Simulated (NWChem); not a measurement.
## SbH3 (stibine): name the method

The species is SbH3 (4 atoms), meant as a singlet with charge 0. SMILES: `[SbH3]`. The coordinates come from a PBE0-D4/def2-TZVP relaxation.

```xyz
4

Sb    0.4563   -0.3098   -0.4645
H     0.8439    0.0722    1.1539
H    -1.0391   -0.9844    0.0089
H    -0.2610    1.2219   -0.6983
```

Orbital energies are those of the mean-field step.

A calculation with NWChem 7.3.0 gave:

- total energy: -241.6330 Eh
- dipole moment: 0.21 D
- HOMO energy: -6.63 eV
- LUMO energy: -1.00 eV
- HOMO–LUMO gap: 5.63 eV
- largest force: 0.281 eV/Å

Task: Which of these levels gave the numbers?
A. MP2/def2-TZVPP (core potential)
B. SVWN5/def2-TZVPP (core potential)
C. M06-2X/def2-TZVPP (core potential)
D. HF/STO-3G

Result: B. The others give -241.9308 Eh (M06-2X/def2-TZVPP (core potential)), -6253.0782 Eh (HF/STO-3G), -241.3488 Eh (MP2/def2-TZVPP (core potential)).
